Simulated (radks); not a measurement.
The numbers below are computed, except where a source is named.
Ionisation of neutral lutetium, [Xe] 4f14 5d1 6s2, to [Xe] 4f14 6s2 as the strength of local exchange is varied. Level of theory: scalar-relativistic Kohn-Sham, Slater X-alpha exchange (alpha = 2/3 is LDA exchange), no correlation, spin-unpolarised, spherical densities, finite nucleus; Fermi nuclear charge, rms radius 5.37 fm (a radial shooting solver on a logarithmic mesh with Libxc functionals).

alpha,E(Lu) (hartree),exchange (hartree),IE (eV),-e of the level emptied (eV),<r> of it (bohr)
0.556,-14498.1287,-235.9446,3.516,0.442 (5d),3.479
0.617,-14524.1583,-262.3596,3.988,0.731 (5d),3.223
0.648,-14537.4067,-275.8229,4.240,0.898 (5d),3.119
0.667,-14545.5333,-284.0876,4.399,1.006 (5d),3.062
0.783,-14595.2582,-334.7611,5.426,1.753 (5d),2.785
0.84,-14619.7610,-359.7962,5.966,2.169 (5d),2.680
1.027,-14700.4651,-442.5511,7.896,3.732 (5d),2.415

NIST Atomic Spectra Database: 5.426 eV (measured). The Delta-SCF value meets it near alpha = 0.78. Spin polarisation and multiplet splitting are left out, so open shells lie too high by an amount that depends on their filling. Spin-orbit splitting is averaged out at the scalar-relativistic level.

Beside tabulated values, note that spin-unpolarised runs miss the spin-polarisation part of the exchange energy of open shells.
